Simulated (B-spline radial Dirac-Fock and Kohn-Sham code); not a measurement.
## The K (1s) hole of gadolinium ions: width and yield against charge

Calculated with a radial finite-basis atomic code, using independent-particle radiative and Coulomb Auger rates from relativistic LDA hole-state orbitals, with Dirac-Fock energies. Tabulated ground configurations, configuration averages; single configurations, so decays that open only by mixing (as 1s 2s² with 1s 2p² in Be-like ions) are missing and such tiny yields are far too low.

```
 ion          configuration  radiative (eV)  non-radiative (eV)  yield
  Gd       [Xe] 4f7 5d1 6s2            20.4                1.39  0.936
 Gd⁺       [Xe] 4f7 5d1 6s1            20.4                1.39  0.936
Gd²⁺           [Xe] 4f7 5d1            20.4                1.39  0.936
Gd³⁺               [Xe] 4f7            20.4                1.39  0.936
Gd⁴⁺               [Xe] 4f6            20.4                1.40  0.936
Gd⁵⁺  [Kr] 4d10 4f6 5s2 5p5            20.4                1.39  0.936
Gd⁶⁺  [Kr] 4d10 4f6 5s2 5p4            20.4                1.39  0.936
Gd⁷⁺  [Kr] 4d10 4f6 5s2 5p3            20.4                1.39  0.936
```
